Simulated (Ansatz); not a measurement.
Reaction (ligand exchange at a Zr–C bond): `[OH][Zr]([OH])([Cl])[c]1ccccc1` + HBr → `[OH][Zr]([OH])([Cl])[Br]` + `c1ccccc1`

Calculated with Ansatz (gas phase, PBE0-D4/def2-TZVP geometries, no zero-point term in ΔE). CBS: MP2 limit from def2 TZ/QZ plus the TZ coupled-cluster correction, frozen cores. Functionals use def2-TZVPP. def2 core potentials past Kr. For Br, Zr outer-core shells are correlated without core-valence functions, which leaves a few kJ/mol of doubt a bond. Scalar relativity is left out up to krypton. One conformer a species, not always the lowest.

```tsv
level	ΔE (kcal/mol)
ωB97M-V	-49.3
CCSD(T)/def2-SVP	-45.7
```

(1) What does CCSD(T)/CBS give? (An estimate is asked.)

Largest T1 diagnostic among the species: 0.015.

Answers

(1) Computed: -48.4 kcal/mol. The listed levels differ from it by -0.9, 2.7 kcal/mol.

From r2SCAN to r2SCAN0 (25 % exact exchange), in def2-TZVPP and without D4, ΔE moves by −1.0 kcal/mol. Leaving LDA and LC-ωPBE aside and taking each functional with its dispersion term where it has one, the values, not all of them listed here, spread over 4.7 kcal/mol, from r2SCAN0-D4 to revPBE-D4. In def2-TZVPP, CCSD(T) changes the Hartree–Fock value by +7.9 kcal/mol (the triples alone add +1.0 kcal/mol) and MP2 by +7.5 kcal/mol.
